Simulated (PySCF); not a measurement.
# Functional dependence of a UV spectrum

Compound: C₂H₄BFO₂.
SMILES: `C=C(F)B(O)O`

Linear-response calculations in the def2-SVPD basis (PySCF; singlets by full response, triplets Tamm–Dancoff, core orbitals frozen in the response; HF means time-dependent Hartree–Fock). 'Strongest' is the level of largest summed f among the singlets computed (10 roots, of which the last may lack a degenerate partner); it can jump between rows when another state enters that window. S1 is the lowest singlet of each run and needn't be the same state throughout; f(S1) is that of one state. One conformer (not necessarily the lowest) at the PBE0-D3(BJ)/def2-SVP geometry, without solvent, vibrations or thermal averaging.

```csv
functional,kind,S1 (eV),f(S1),strongest (eV),T1 (eV),HOMO (eV),gap (eV),"ionisation energy, ΔSCF (eV)"
LDA,LDA,5.24,0.000,5.91,4.00,-6.48,4.56,10.04
PBE,GGA,5.13,0.000,5.95,3.83,-6.29,4.61,9.75
B3LYP,"global hybrid, 20% exact exchange",5.79,0.000,6.27,3.85,-7.29,6.34,9.90
PBE0,"global hybrid, 25% exact exchange",6.17,0.001,6.38,3.79,-7.52,6.80,9.86
BHandHLYP,"global hybrid, 50% exact exchange",6.63,0.353,6.63,3.76,-8.60,8.57,9.80
CAM-B3LYP,range-separated hybrid,6.45,0.315,6.45,3.83,-8.87,8.97,9.95
wB97X-D,range-separated hybrid,6.49,0.317,6.49,3.96,-9.38,10.46,9.88
LC-wPBE,range-separated hybrid,6.62,0.325,6.62,3.71,-10.23,11.32,9.93
HF,Hartree–Fock,6.92,0.429,6.92,3.32,-10.17,11.48,not settled
```

S1 runs from 5.13 eV (PBE) to 6.92 eV (HF), a spread of 1.79 eV, while the orbital gap spreads over 6.9 eV. Along PBE (0%), B3LYP (20%), PBE0 (25%), BHandHLYP (50%), HF (100%) S1 rises with the share of exact exchange. −ε(HOMO) comes closest to its own ΔSCF ionisation energy with LC-wPBE (+0.30 eV) and misses most with LDA (-3.56 eV). 'Not settled' means that the ion's SCF failed to converge or may have ended in another state than the lowest.
